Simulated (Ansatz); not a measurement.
Total energies of CH₅ClNSbSi (`[NH2][Sb]1[CH2][SiH]1Cl`).

```xyz
10

N    -1.4956   -1.1696   -0.5068
Sb    0.3918   -0.8878   -1.2608
C     0.4338    1.2459   -0.4963
Si    1.1447    0.2403    0.8509
Cl    0.0616    0.0057    2.5746
H    -2.0915   -1.6186   -1.1912
H    -1.4974   -1.7425    0.3280
H     1.0744    1.9258   -1.0525
H    -0.5979    1.5795   -0.4224
H     2.5761    0.4213    1.1765
```

Charge 0, multiplicity 1. Correlated methods include outer-core shells of Sb, which these sets cover unevenly. Sb takes the def2 core potential. Geometry: relaxed with PBE0-D4/def2-TZVP. It is one conformer, not always the lowest. Basis def2-TZVPP, Ansatz.

RPA on PBE orbitals: Hartree–Fock energy of these orbitals -1082.94326 Eh, correlation -1.62547 Eh (frozen core).

```
 functional  energy without D4 (Eh)  D4 term (kJ/mol)
LDA (SPW92)             -1082.08452                 –
        PBE             -1085.45774             -31.9
     revPBE             -1085.79092             -81.3
       BLYP             -1085.81845             -68.1
     B97M-V             -1085.71605                 –
       PBE0             -1085.53908             -27.4
    r2SCANh             -1085.88209              -8.1
    LC-ωPBE             -1085.66417                 –
    ωB97M-V             -1085.79216                 –
     B2PLYP             -1085.37655                 –
```

Question: Give the same for r2SCAN, B3LYP, r2SCAN0, HSE06 (plane-wave form), BHLYP, CAM-B3LYP, ωB97X-V, PBE-QIDH. (Best estimate.)

Answer: The calculation gave: 
```csv
functional,energy without D4 (Eh),D4 term (kJ/mol)
r2SCAN,-1085.90371,-7.4
B3LYP,-1086.03266,-52.3
r2SCAN0,-1085.85101,-9.0
HSE06 (plane-wave form),-1085.51808,-25.9
BHLYP,-1085.78392,-45.6
CAM-B3LYP,-1085.87028,-28.5
ωB97X-V,-1085.75196,–
PBE-QIDH,-1085.15726,–
```

B3LYP takes the VWN-RPA correlation (the form of Gaussian; ORCA's B3LYP/G). HSE06 is the plane-wave form, built on full-range PBE exchange. The double hybrids freeze the cores in their second-order part.

LC-ωPBE has ω = 0.4 bohr⁻¹.
